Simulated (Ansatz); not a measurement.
Ansatz (an electronic-structure program) input (PBE/def2-TZVP):

Ansatz 0.2 input:
```yaml
crystal:
  periodic: [false, false, false]
  atoms:
    - {symbol: B, position_ang: [-0.00000000, -0.00000000, -0.78099334]}
    - {symbol: F, position_ang: [0.00000000, 0.00000000, 0.43388519]}
basis:
  gaussian:
    orbitals: def2-TZVP
hamiltonian:
  xc: {name: PBE}
total_charge: 1
magnetization: {spin_polarized: true, initial_magnetization: 1}
relax: {f_tol: 0.003, max_steps: 100}
```

Output:

```
Functional definition: PBE
integrals: 0.01 GiB planned
325 factors; their error is unknown
mean field: 0.11 GiB planned
mean field evaluation 1: about -3363.3089 eV, gradient 7.7e1 eV
mean field evaluation 2: about -3184.3626 eV, gradient 1.9e2 eV
mean field evaluation 4: about -3379.0022 eV, gradient 4.8e0 eV
mean field evaluation 8: about -3379.0827 eV, gradient 1.9e-2 eV
mean field evaluation 16: about -3379.0804 eV, gradient 1.0e-5 eV
mean field -3379.08037075 eV, -124.1789132021 hartree, gradient 1.0e-5 eV, S^2 0.753763; 0 other end points of the search recorded, 0 dependent functions left out
the calculation of the forces begins
reference -3379.08039673 eV, -124.1789141567 hartree; 7, 6 occupied and 55, 56 virtual orbitals, 325 factors
relax step   1: F+E_penalty+E_count = -3379.08037075 eV  Δ(F+E_penalty+E_count) = +0.000e0 eV  max|allowed force component| = 6.907e-1 eV/Å  Δτ_max = 0.0000 Å  (26 SCF iters, accepted)
these checks for a lower state are left out or cut short: starts, cluster_reference, orbital_swaps, neighbouring_geometries, increment
integrals: 0.01 GiB planned
325 factors; their error is unknown
mean field: 0.11 GiB planned
mean field -3379.08340807 eV, -124.1790248217 hartree, gradient 1.6e-5 eV, S^2 0.753813; 0 other end points of the search recorded, 0 dependent functions left out
the calculation of the forces begins
reference -3379.08343396 eV, -124.1790257731 hartree; 7, 6 occupied and 55, 56 virtual orbitals, 325 factors
relax step   2: F+E_penalty+E_count = -3379.08340807 eV  Δ(F+E_penalty+E_count) = -3.037e-3 eV  max|allowed force component| = 1.959e-1 eV/Å  Δτ_max = 0.0034 Å  (28 SCF iters, accepted)
these checks for a lower state are left out or cut short: starts, cluster_reference, orbital_swaps, neighbouring_geometries, increment
integrals: 0.01 GiB planned
325 factors; their error is unknown
mean field: 0.11 GiB planned
mean field evaluation 32: about -3379.0837 eV, gradient 1.6e-5 eV
mean field -3379.08368271 eV, -124.1790349146 hartree, gradient 1.6e-5 eV, S^2 0.753833; 0 other end points of the search recorded, 0 dependent functions left out
the calculation of the forces begins
reference -3379.08370857 eV, -124.1790358648 hartree; 7, 6 occupied and 55, 56 virtual orbitals, 325 factors
relax step   3: F+E_penalty+E_count = -3379.08368271 eV  Δ(F+E_penalty+E_count) = -2.746e-4 eV  max|allowed force component| = 4.508e-3 eV/Å  Δτ_max = 0.0014 Å  (29 SCF iters, accepted)
these checks for a lower state are left out or cut short: starts, cluster_reference, orbital_swaps, neighbouring_geometries, increment
integrals: 0.01 GiB planned
325 factors; their error is unknown
mean field: 0.11 GiB planned
mean field -3379.08368286 eV, -124.1790349198 hartree, gradient 7.3e-6 eV, S^2 0.753834; 0 other end points of the search recorded, 0 dependent functions left out
the calculation of the forces begins
reference -3379.08370871 eV, -124.1790358700 hartree; 7, 6 occupied and 55, 56 virtual orbitals, 325 factors
relax step   4: F+E_penalty+E_count = -3379.08368286 eV  Δ(F+E_penalty+E_count) = -1.425e-7 eV  max|allowed force component| = 8.024e-4 eV/Å  Δτ_max = 0.0000 Å  (18 SCF iters, accepted)
integrals: 0.01 GiB planned
325 factors; their error is unknown
mean field: 0.11 GiB planned
mean field -3379.08368286 eV, -124.1790349198 hartree, gradient 9.1e-6 eV, S^2 0.753834; 1 other end points of the search recorded, 0 dependent functions left out
the calculation of the forces begins
reference -3379.08370871 eV, -124.1790358700 hartree; 7, 6 occupied and 55, 56 virtual orbitals, 325 factors
Total energy: -3379.08370871 eV, -124.1790358700 hartree
Atom 0 at     0.000000    -0.000000    -0.785846 Å, force    -0.000000     0.000000     0.000802 eV/Å
Atom 1 at    -0.000000     0.000000     0.438738 Å, force     0.000000    -0.000000    -0.000802 eV/Å
Dipole moment:    -0.000000     0.000000    -0.696262 e Å
```
